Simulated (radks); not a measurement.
The zirconium ion Zr2+, configuration [Kr] 4d2 (the NIST ground configuration). Method: non-relativistic Kohn-Sham, LDA (Slater exchange, Perdew-Wang correlation), spin-polarised, spherical densities, point nucleus; open shells are filled with parallel spins first (spin-orbit coupling, left out, can overturn this in heavy ions); relativity is left out, which matters for an element this heavy; computed with a radial shooting solver on a logarithmic mesh with Libxc functionals.

Normalised radial functions P(r) = r R(r), r in bohr:

```
   r/bohr * 4s up, o 4p down, + 4d down (the largest magnitude, 1.03, reaches the edge; | marks zero, & curves that meet)
  0.00329                             & *
 0.004318                             & *
 0.005667                             &  *
 0.007439                             &   *
 0.009764                             +o  *
  0.01292                             +o   *
  0.01696                             +o   *
  0.02226                             + o  *
  0.02922                             +  o *
  0.03835                             +  * o
  0.05074                             *+    o
   0.0666                         *   |+      o
  0.08742                     *       | +     o
   0.1147                    *        |   +  o
   0.1506                      *      |  o +
   0.1993                         o   *      +
   0.2616                   o         |        &
   0.3433                o            |       +      *
   0.4507                    o        |    +     *
   0.5915                          * +| o
   0.7765           *         +       |              o
    1.027  *           +              |                       o
    1.348    *     +                  |                       o
     1.77          +   *              |                 o
    2.323             +        *      |        o
     3.05                  +        * |  o
    4.035                        +    *o
    5.296                           + &
    6.952                             &
```

4s up: eigenvalue -67.074 eV, 3 radial nodes at r = 0.0494, 0.197, 0.565 bohr, <r> = 1.24 bohr, 90 % of the charge inside 1.81 bohr. 4p down: eigenvalue -45.980 eV, 2 radial nodes at r = 0.173, 0.570 bohr, <r> = 1.37 bohr, 90 % of the charge inside 2.04 bohr. 4d down (empty): eigenvalue -16.998 eV, 1 radial node at r = 0.578 bohr, <r> = 1.99 bohr, 90 % of the charge inside 3.14 bohr.
